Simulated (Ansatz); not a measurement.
Species: sum formula H$_{4}$BSiO$_{3}$, net charge 0, doublet state. It need not be the lowest isomer of its formula. 
Coordinates optimised at B3LYP-D3(BJ)/def2-TZVP (Ansatz, a program for electronic structure):
```xyz
9

O     -1.9987    -0.8992    -0.2162
B     -0.8876    -0.0999    -0.2492
O     -0.9631     1.1448    -0.8093
O      0.3021    -0.5341     0.2721
Si     1.7918     0.1798     0.4199
H     -1.8316    -1.7513     0.1978
H     -1.8405     1.3539    -1.1442
H      1.6735     1.4682     1.1558
H      2.6292    -0.7811     1.1848
```
Charge 0, spin multiplicity 2.

Dipole moments at this geometry, in debye (magnitudes).

```
level                    program  dipole (D)
-----------------------  -------  ----------
PBE/def2-TZVPD            Ansatz        0.96
BLYP/def2-TZVPD           Ansatz        0.93
revPBE/def2-TZVPD         Ansatz        0.97
r2SCAN/def2-TZVPD         Ansatz        0.94
B97M-V/def2-TZVPD         Ansatz        0.98
B3LYP/def2-TZVPD          Ansatz        0.86
PBE0/def2-TZVPD           Ansatz        0.88
BHLYP/def2-TZVPD          Ansatz        0.80
r2SCAN0/def2-TZVPD        Ansatz        0.88
HSE06/def2-TZVPD          Ansatz        0.89
CAM-B3LYP/def2-TZVPD      Ansatz        0.84
LC-wPBE/def2-TZVPD        Ansatz        0.86
wB97X-V/def2-TZVPD        Ansatz        0.89
CCSD(T)/aug-cc-pV(D+d)Z   Ansatz        0.84
```
